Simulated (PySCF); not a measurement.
## Bond curve of AlGa

Set-up: basis Al x2c-SVPall, Ga x2c-SVPall; spin-free X2C with a Gaussian nucleus; PySCF 2.14. Energies in eV from Al + Ga in their ground configurations at the same level. State: ³Π (triplet), unpaired electrons σ ↑, π ↑.

All columns are PBE0. A positive dipole means Al(−)Ga(+).

```tsv
R (Å)	E (eV)	μ (D)	Mulliken charge on Al (basis-dependent)	HOMO (eV)	LUMO (eV)	Mayer bond order	⟨S²⟩
2.326	-1.093	0.09	0.04	-4.65	-3.30	1.24	2.01
2.434	-1.317	0.12	0.04	-4.66	-3.16	1.21	2.01
2.543	-1.440	0.16	0.04	-4.66	-3.03	1.18	2.01
2.624	-1.484	0.20	0.03	-4.56	-2.94	1.16	2.01
2.705	-1.496	0.23	0.03	-4.46	-2.86	1.15	2.01
2.786	-1.484	0.27	0.02	-4.37	-2.79	1.13	2.01
2.894	-1.441	0.32	0.02	-4.26	-2.70	1.11	2.01
3.030	-1.357	0.39	0.01	-4.14	-2.61	1.10	2.01
3.192	-1.232	0.45	0.00	-4.01	-2.51	1.08	2.01
3.408	-1.047	0.53	-0.01	-3.87	-2.40	1.06	2.01
```

A fit through these points gives, at Re = 2.701 Å, μ = 0.23 D and dμ/dR = 0.465 D/Å; the reduced mass is 19.39 u.

Q: How strong is the fundamental in the double-harmonic approximation, I = 42.26·(dμ/dR)²/μred km/mol?

A: I = 42.26·(0.465)²/19.39 = 0.471 km/mol at PBE0.

Spin–orbit coupling is left out. The state is the lowest determinant that a PBE0 search found; another state may lie lower at other levels.
